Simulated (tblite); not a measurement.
C6H12O2SSi.
Z-matrix (Å and degrees, GFN2-xTB geometry), rows numbered from 1:
```
C 
C   1  1.5183
C   2  1.5193  1  112.38
S   2  1.8426  1  111.46  3   125.90
C   4  1.7929  2  103.07  1   -68.13
C   5  1.5249  4  114.70  2   160.87
Si  6  1.8846  5   66.98  4  -113.64
C   7  1.8877  5  116.02  6   103.91
O   8  1.2046  7  127.47  5   -26.71
O   8  1.3411  7  109.97  5   153.03
H   1  1.0873  2  110.58  3  -178.72
H   1  1.0896  2  110.50  3   -58.25
H   1  1.0884  2  109.77  3    61.26
H   2  1.0935  1  109.73  3  -122.34
H   3  1.0876  2  110.59  1   175.60
H   3  1.0885  2  109.75  1   -64.65
H   3  1.0879  2  110.73  1    54.82
H   5  1.0830  4  111.52  2   -65.13
H   6  1.0805  5  115.01  7   111.49
H   6  1.0814  5  115.79  7  -115.02
H   7  1.4480  5  121.75  6  -106.65
H  10  0.9731  8  110.93  7   179.90
```

Computed with GFN2-xTB (tblite): harmonic, unscaled wavenumbers at the GFN2-xTB geometry, gas phase. Errors from tens to a few hundred cm⁻¹ against measured bands are possible. Modes of hydrogen on silicon can be 10 to 20 % off. One conformer, not necessarily the lowest.

Harmonic wavenumbers (cm⁻¹): 28.6, 44.4, 51.9, 75.5, 91.2, 138.0, 193.4, 220.5, 239.1, 261.1, 286.9, 302.2, 354.1, 439.8, 449.7, 468.9, 495.4, 590.3, 615.4, 636.7, 676.3, 686.3, 717.9, 733.6, 781.2, 916.0, 930.0, 944.0, 975.4, 1019.6, 1047.5, 1066.0, 1094.3, 1107.1, 1142.5, 1167.5, 1187.4, 1207.2, 1244.7, 1296.9, 1399.3, 1411.8, 1413.5, 1482.8, 1486.1, 1494.3, 1500.1, 1752.7, 2393.9, 2950.6, 3007.5, 3011.0, 3019.6, 3024.2, 3034.9, 3041.1, 3042.8, 3059.3, 3081.8, 3383.9.

A = 1522, B = 549.4, C = 490.4 MHz; mass 176.033 u (most abundant isotopes); point group C1, symmetry number 1.

Q: Zero-point energy?

A: Half the sum of the wavenumbers: 36958 cm⁻¹ = 442.11 kJ/mol.

Q: What is S at 298.15 K and 1 bar for an ideal gas of classical rigid rotors and harmonic oscillators?

A: Translation 173.34, rotation 129.87, vibration 187.38: S = 490.6 J/(mol K).

Q: And Cp and H(298.15 K) − H(0)?

A: Cp = 206.50 J/(mol K), of which vibrations give 173.24 (their classical limit is 60 R = 498.9); H(298.15 K) − H(0) = 37.52 kJ/mol without the zero-point energy, 27.60 from vibrations.

Q: Blend soft modes into free rotors: weight 1/[1 + (100 cm⁻¹/ν̃)⁴] for the oscillator and the rest for a rotor with moment μB/(μ + B), μ = h/(8π²ν), B = 10⁻⁴⁴ kg m². What vibrational entropy results?

A: 164.79 J/(mol K) in place of 187.38, which changes −T·S at 298.15 K by +6.74 kJ/mol.

Q: What must be added to the electronic energy to get the Gibbs energy at 298.15 K and 1 bar?

A: ZPE + [H(298.15 K) − H(0)] − T·S = 442.11 + 37.52 − 146.27 = 333.36 kJ/mol.

Q: How do the functions run with temperature in this model?

A: 
| T (K) | S (J/(mol K)) | Cp (J/(mol K)) | H − H(0) (kJ/mol) | G − H(0) (kJ/mol) | ln q(vib) |
| --- | --- | --- | --- | --- | --- |
| 50 | 273.4 | 70.9 | 2.57 | -11.10 | 1.38 |
| 100 | 332.0 | 101.0 | 6.88 | -26.32 | 3.56 |
| 373.15 | 540.9 | 242.4 | 54.38 | -147.45 | 14.16 |
| 500 | 619.2 | 293.3 | 88.49 | -221.12 | 18.65 |
| 750 | 752.3 | 362.5 | 171.14 | -393.10 | 26.88 |
| 1000 | 863.2 | 407.5 | 267.76 | -595.43 | 34.30 |

q(vib) and H(0) count from the zero-point level.

Hindered rotation and anharmonicity are outside this model. Other conformers, if any are populated, would add a mixing term that is left out. The structure is chiral; the term R ln 2 for an equal mix with its mirror image is left out.
